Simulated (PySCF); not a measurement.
## Dipole response of As²⁸⁺ (arsenic, charge +28)

[He] 2s2 2p1, 2P determinant. All numbers are calculated (PySCF 2.14, scalar relativity by spin-free X2C-1e, in an uncontracted even-tempered set (19 s from 7.6 bohr⁻², ratio 2.2; 12 p from 9.8 bohr⁻², ratio 2.2; 6 d from 40 bohr⁻², ratio 2.4; 5 f from 60 bohr⁻², ratio 2.4; 4 g from 91 bohr⁻², ratio 2.4)). Coupled (time-dependent) response in atomic units; α is the mean over directions.

```csv
method,mean α (bohr³),"α xx, yy, zz",C₆ (like pair),S(−4)
UHF,0.005564,"0.006225, 0.004243, 0.006225",0.0001396,0.0002041
PBE0,0.005428,"0.006099, 0.004086, 0.006099",0.0001344,0.0001942
```

S(−4) is the Cauchy moment in α(ω) = α(0) + S(−4) ω² + …

Spin-orbit coupling is absent.

α(iu) at PBE0:

```json
{"u (hartree)": "0", "α(iu) (bohr³)": "0.005428"}
{"u (hartree)": "0.600", "α(iu) (bohr³)": "0.005359"}
{"u (hartree)": "1.20", "α(iu) (bohr³)": "0.005163"}
{"u (hartree)": "2.40", "α(iu) (bohr³)": "0.004516"}
{"u (hartree)": "3.60", "α(iu) (bohr³)": "0.003756"}
{"u (hartree)": "4.80", "α(iu) (bohr³)": "0.003066"}
{"u (hartree)": "6.00", "α(iu) (bohr³)": "0.002507"}
{"u (hartree)": "9.00", "α(iu) (bohr³)": "0.001610"}
{"u (hartree)": "12.0", "α(iu) (bohr³)": "0.001147"}
{"u (hartree)": "18.0", "α(iu) (bohr³)": "0.0007341"}
{"u (hartree)": "30.0", "α(iu) (bohr³)": "0.0004693"}
```

A single London oscillator, α(iu) = α/(1 + u²/ω²), gives C₆ = (3/4) ω α². Matching the computed C₆ needs ω = 4 × 0.0001344 / (3 × 0.005428²) = 6.08 hartree.

For an ion, C₆ is the dispersion term alone; charge-induced terms of lower order in 1/R come first.

The components differ because the open shell of this determinant is not spherical; for a pure term their mean is the scalar polarisability.

Spin-orbit coupling, absent here, splits the open shell strongly.
